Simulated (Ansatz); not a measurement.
Two isomers of CH7OSbSi: A = `C[O][SbH][SiH3]`, B = `O[SiH2][CH2][SbH2]`.

Computed with Ansatz on PBE0-D4/def2-TZVP structures; ΔE is electronic, products minus reactants. CCSD(T)/CBS is the MP2 limit (def2-TZVPP, def2-QZVPP) plus CCSD(T) − MP2 in def2-TZVPP, frozen cores. DFT in def2-TZVPP. def2 core potentials past Kr. For Sb outer-core shells are correlated without core-valence functions, which leaves a few kJ/mol of doubt a bond. One conformer a species, not always the lowest.

A:

```xyz
11

C     1.322    0.024    1.856
O     0.905    0.053    0.515
Sb   -0.532   -1.205   -0.008
Si   -0.991    0.165   -2.146
H     0.549    0.407    2.537
H     1.603   -0.985    2.193
H     2.203    0.666    1.949
H    -1.804   -0.365    0.801
H    -1.062    1.615   -1.835
H     0.089   -0.085   -3.135
H    -2.284   -0.290   -2.727
```

B:

```xyz
11

O     0.4548   -1.5380    1.1245
Si   -0.3549   -1.1262   -0.2581
C    -0.7962    0.6572   -0.0543
Sb    0.8721    1.7769    0.7875
H     0.7972   -2.4285    1.2045
H     0.5135   -1.3069   -1.4554
H    -1.5545   -1.9975   -0.4254
H    -1.0625    1.0993   -1.0156
H    -1.6387    0.7798    0.6296
H     0.7272    3.0667   -0.3334
H     2.0422    1.0173   -0.2040
```

**Question.** Which is lower in electronic energy at CCSD(T)/CBS, and by how much? (Best estimate.)

**Answer.** The calculation gave: B, by 36.1 kcal/mol.

**Question.** Give E(B) − E(A) in kcal/mol with ωB97M-V, PBE0-D4, LDA (SPW92), HF/def2-TZVPP, MP2/def2-TZVPP, CCSD(T)/def2-TZVPP, r2SCAN-D4. (Estimate.)

**Answer.** The calculation gave: ωB97M-V -36.5, PBE0-D4 -33.7, LDA (SPW92) -33.7, HF/def2-TZVPP -35.3, MP2/def2-TZVPP -39.4, CCSD(T)/def2-TZVPP -37.1, r2SCAN-D4 -34.4. None reverses the order clearly.

**Question.** Does the order hold for the free energy at 298.15 K (harmonic terms from PBE0-D4)? (Estimate.)

**Answer.** The calculation gave: Yes: G(B) − G(A) = -35.8 kcal/mol, for one conformer each. Modes under 60 cm⁻¹, often nearly free rotors, make the harmonic entropy too high.

Largest T1 diagnostic: 0.014.

The D4 term adds −1.1 kcal/mol with B3LYP and −0.5 kcal/mol with PBE0; it sums over pairs of atoms, weighted by their polarisabilities, and B3LYP, whose exchange is more repulsive, gets the larger term. At CCSD(T), def2-SVP lies +4.9 kcal/mol from the extrapolated value and def2-TZVPP −1.1 kcal/mol.

B3LYP here is the variant with VWN-RPA as its local correlation; programs differ in this.
